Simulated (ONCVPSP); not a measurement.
## What one change does to a pseudopotential (Zn, ONCV)

zinc (Zn), optimised norm-conserving Vanderbilt (ONCV), made with ONCVPSP 4.0.1 (PBE, scalar-relativistic). Core [Ne], reference 3s2 3p6 3d10 (charge +2). Waves: 3s: rc 0.95 bohr, ncon 4, nbas 7, qcut 12.8 1/bohr, 2 projectors, debl 1 Ha; 3p: rc 1.00 bohr, ncon 4, nbas 7, qcut 14.2 1/bohr, 1 projector; 3d: rc 0.95 bohr, ncon 4, nbas 9, qcut 19.1 1/bohr, local. Local part: the d channel. Core correction: Teter function fitted to the true core (icmod 2), fcfact 0.6.

In the s channel the program set the typed energies aside and used -5.517, 0.250 Ha.

All-electron outer shells of the reference configuration (PBE, scalar-relativistic, ld1.x):

```tsv
shell	level (eV)	outermost node (bohr)	outermost maximum (bohr)
3s	-150.11	0.28	0.59
3p	-104.31	0.25	0.59
3d	-30.86	–	0.57
```

Change: all radii but the core radius scaled by about 1.06 (s 1.00, p 1.06, d 1.00 bohr).

Cutoffs: the cutoffs (Ha) at which the residual kinetic energy of the hardest occupied pseudo-wave falls to 1 and 0.1 mHa per electron; they do not see the model core or the augmentation charge, which bear on the density cutoff. Errors are all-electron minus pseudo energies relative to the spin-unpolarised reference configuration.

Task: What does the change do?

Result: The potential gets neither clearly harder nor softer (125 Ha and 142 Ha → 119 Ha and 136 Ha); both files keep a bound ghost (s); of the 3 tests that both files solve, the error grows in 2 and shrinks in 0 by more than 15 % and 0.3 meV (median size 2.9 → 3.6 meV).

| quantity | base | changed |
| --- | --- | --- |
| cutoff, loose | 125 Ha | 119 Ha |
| cutoff, tight | 142 Ha | 136 Ha |
| loose cutoff by channel | s 62 Ha, p 52 Ha, d 125 Ha | s 59 Ha, p 54 Ha, d 119 Ha |
| bound ghosts | s | s |
| GHOST(+) flags under 300 eV | none | none |
| tests with a reliable result | 3 of 4 | 3 of 4 |
| error for 3s2 3p6 3d10 4s2, meV [ΔE -28.33 eV] | +2.9 | +3.6 |
| error for 3s2 3p6 3d10 4s1, meV [ΔE -18.44 eV] | +1.4 | +1.4 |
| error for 3s2 3p6 3d9, meV [ΔE 40.53 eV] | -13 | -16 |
| rms error of d²Exc/dni dnj with the model core, mHa | 1.93 | 2.05 |

 A true bound ghost makes a file unfit for plane-wave use even where its test errors are small: the radial tests pick states by their node count and pass the ghost by.
